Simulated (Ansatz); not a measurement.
CH6BClSSi (`BS[SiH](C)Cl`) from Hartree–Fock to CCSD(T)

Cartesian coordinates in Å:
```
B -0.878 1.121 1.727
S 0.836 1.140 1.270
Si 0.808 -0.620 0.029
C -0.085 -0.315 -1.564
Cl 2.771 -1.085 -0.372
H -1.266 2.005 2.425
H -1.613 0.256 1.352
H 0.230 -1.742 0.801
H -1.129 -0.060 -1.369
H 0.380 0.509 -2.109
H -0.054 -1.210 -2.190
```

The species carries charge 0 and has multiplicity 1. Geometry: relaxed with PBE0-D4/def2-TZVP. It is one conformer, not always the lowest. Frozen core, restricted reference, Ansatz 0.2.0. CBS rows extrapolate triple and quadruple zeta; past MP2 they add the triple-zeta difference.

```json
{"basis": "def2-SVP", "HF (Eh)": "-1211.70566", "MP2 corr.": "-0.58811"}
{"basis": "def2-TZVPP", "HF (Eh)": "-1212.17958", "MP2 corr.": "-0.76604"}
{"basis": "def2-QZVPP", "HF (Eh)": "-1212.21547", "MP2 corr.": "-0.82884"}
```

Q: Estimate the CCSD correlation energy and the (T) correction in each basis where they were run (hartree).

A: 
```
     basis  CCSD corr.       (T)
  def2-SVP    -0.65391  -0.01881
def2-TZVPP    -0.83196  -0.03618
 CBS(def2)    -0.94128     as TZ
```
